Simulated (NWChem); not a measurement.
## Basis-set convergence for H2SSi

```xyz
4

Si    -0.7816    -0.8376     0.0000
H      0.3478    -1.8714     0.0000
S      0.6741     0.7384     0.0000
H     -0.1914     1.7829     0.0000
```
Charge 0, spin multiplicity 1.

The numbers come from NWChem runs, not from measurements. All single points use one geometry, from B3LYP/def2-SVP, a minimum by its harmonic frequencies. It is one conformer; others weren't searched.

Quantity: vertical ionisation energy at the level ΔCCSD(T) (Δ: difference of total energies, the cation a doublet at the parent's geometry with its hole in an orbital of symmetry a' (Cs labels); it is the state that the SCF runs reached, from PBE0 orbitals for Hartree-Fock references, and need not be the lowest).

The correlated methods keep 10 core orbitals frozen. The Pople sets run with spherical d functions. The structure started from a generated list of species. No SCF solution was tested for a lower state. Open-shell Hartree-Fock references start from PBE0 orbitals; any time given for them includes that run.

Relative cost: rough, from shared machines, SCF included, pcseg-1 = 1.

```
basis        functions  vertical ionisation energy (eV)  relative cost
-----------  ---------  -------------------------------  -------------
pcseg-1             46                             8.92              1
cc-pVDZ             46                             8.95        under 3
def2-SVP            46                             8.92        under 3
6-31+G*             48                             8.85        under 3
aug-cc-pVDZ         72                             9.07              4
aug-pcseg-1         72                             8.98              3
def2-TZVP           86                             9.14              6
cc-pVTZ             96                             9.18             10
```

Smallest basis within 0.05 eV of cc-pVTZ, the largest set run: def2-TZVP, with 86 functions against 96. cc-pVTZ isn't the basis-set limit itself, and a small set can land close by cancellation.
